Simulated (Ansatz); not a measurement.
ZnF₂, relaxed as a singlet with RKS PBE-D4/def2-TZVP in Ansatz, starting from the GFN1-xTB geometry. Force threshold 0.02 eV/Å.

Start:

```csv
atom,x (Å),y (Å),z (Å)
Zn1,0.0096,-0.0046,-0.0003
F2,-0.7611,-1.4146,-0.4071
F3,0.7514,1.4192,0.4074
```

```csv
step,energy (eV),largest force component (eV/Å),SCF passes
1,-53845.0732,2.664,15
2,-53845.2196,1.378,20
3,-53845.2840,0.198,21
4,-53845.2856,0.007,22
```

Force components are those of the run's own axes.

End:

```xyz
3

Zn    0.0009   -0.0004    0.0000
F    -0.7967   -1.4918   -0.4288
F     0.7959    1.4922    0.4288
```

By distances, no bond broke or formed. The bond that changes most is Zn1–F3, from 1.66 to 1.74 Å (atoms count from 1).

No frequencies were taken in this run, so the end may be a saddle point.

It took 1.6 s on 4 threads of Arm Neoverse V2 on a shared host.
